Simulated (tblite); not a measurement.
Compound: C7H7F.
Atom-mapped SMILES: `[CH2:1]=[CH:2][C:3]#[C:4]/[CH:5]=[CH:6]/[CH2:7][F:8]` (hydrogens: H9, H10 on C1; H11 on C2; H12 on C5; H13 on C6; H14, H15 on C7)

A start from a force field or distance geometry was refined with GFN2-xTB geometry optimisation, gas phase (tblite 0.8.0). Values at the start:

```json
{"coordinate": "C1=C2", "start": "1.329 Å"}
{"coordinate": "C1–H9", "start": "1.102 Å"}
{"coordinate": "C1–H10", "start": "1.072 Å"}
{"coordinate": "C2–C3", "start": "1.434 Å"}
{"coordinate": "C2–H11", "start": "1.079 Å"}
{"coordinate": "C3≡C4", "start": "1.222 Å"}
{"coordinate": "C4–C5", "start": "1.436 Å"}
{"coordinate": "C5=C6", "start": "1.305 Å"}
{"coordinate": "C5–H12", "start": "1.098 Å"}
{"coordinate": "C6–C7", "start": "1.486 Å"}
{"coordinate": "C6–H13", "start": "1.110 Å"}
{"coordinate": "C7–F8", "start": "1.368 Å"}
{"coordinate": "C7–H14", "start": "1.086 Å"}
{"coordinate": "C7–H15", "start": "1.135 Å"}
{"coordinate": "C1–C2–C3", "start": "121.1°"}
{"coordinate": "C2–C3–C4", "start": "178.4°"}
{"coordinate": "C3–C4–C5", "start": "179.2°"}
{"coordinate": "C4–C5–C6", "start": "119.1°"}
{"coordinate": "C5–C6–C7", "start": "123.6°"}
{"coordinate": "C6–C7–F8", "start": "106.2°"}
{"coordinate": "C4–C5–C6–C7", "start": "179°"}
{"coordinate": "C5–C6–C7–F8", "start": "120°"}
```

**Question.** How do these coordinates change at the GFN2-xTB level?

**Answer.** 
```json
{"coordinate": "C7–H15", "GFN2-xTB (Å or °)": "1.100", "change": "-0.035"}
{"coordinate": "C4–C5", "GFN2-xTB (Å or °)": "1.404", "change": "-0.032"}
{"coordinate": "C6–H13", "GFN2-xTB (Å or °)": "1.081", "change": "-0.029"}
{"coordinate": "C5=C6", "GFN2-xTB (Å or °)": "1.334", "change": "+0.029"}
{"coordinate": "C2–C3", "GFN2-xTB (Å or °)": "1.405", "change": "-0.029"}
{"coordinate": "C1–H9", "GFN2-xTB (Å or °)": "1.077", "change": "-0.025"}
{"coordinate": "C5–H12", "GFN2-xTB (Å or °)": "1.084", "change": "-0.014"}
{"coordinate": "C3≡C4", "GFN2-xTB (Å or °)": "1.209", "change": "-0.013"}
{"coordinate": "C7–H14", "GFN2-xTB (Å or °)": "1.096", "change": "+0.010"}
{"coordinate": "C7–F8", "GFN2-xTB (Å or °)": "1.377", "change": "+0.009"}
{"coordinate": "C6–C7", "GFN2-xTB (Å or °)": "1.491", "change": "+0.005"}
{"coordinate": "C2–H11", "GFN2-xTB (Å or °)": "1.084", "change": "+0.005"}
{"coordinate": "C1–H10", "GFN2-xTB (Å or °)": "1.076", "change": "+0.004"}
{"coordinate": "C1=C2", "GFN2-xTB (Å or °)": "1.331", "change": "+0.002"}
{"coordinate": "C6–C7–F8", "GFN2-xTB (Å or °)": "110.8", "change": "+4.6"}
{"coordinate": "C4–C5–C6", "GFN2-xTB (Å or °)": "123.3", "change": "+4.2"}
{"coordinate": "C1–C2–C3", "GFN2-xTB (Å or °)": "123.3", "change": "+2.2"}
{"coordinate": "C2–C3–C4", "GFN2-xTB (Å or °)": "179.7", "change": "+1.3"}
{"coordinate": "C3–C4–C5", "GFN2-xTB (Å or °)": "179.3", "change": "+0.1"}
{"coordinate": "C5–C6–C7", "GFN2-xTB (Å or °)": "123.6", "change": "0.0"}
{"coordinate": "C5–C6–C7–F8", "GFN2-xTB (Å or °)": "141", "change": "+21"}
{"coordinate": "C4–C5–C6–C7", "GFN2-xTB (Å or °)": "178", "change": "-1"}
```

The energy falls by 7.2 kcal/mol over 143 L-BFGS steps, the largest force on an atom goes from 2.25 to 0.009 eV/Å, and the atoms move by 0.536 Å rms after alignment. The bond that changes most is C7–H15 (sp3 C–F carbon to methylene hydrogen), which shortens by 0.035 Å. Bonds longer at the end by more than 0.005 Å: 5 of 14; shorter: 7. Among the dihedrals that turn most is C5–C6–C7–H14, from -9° to 22°. Rotational constants go from 8862, 597.0, 586.3 to 8482, 593.9, 562.4 MHz.

The run took 1.3 s on one thread, Arm Neoverse N1 (aarch64), no GPU (shared host).

Its GFN2-xTB frequencies are all real (lowest 39 cm⁻¹). One conformer, not necessarily the lowest.

All values are computed, not measured.
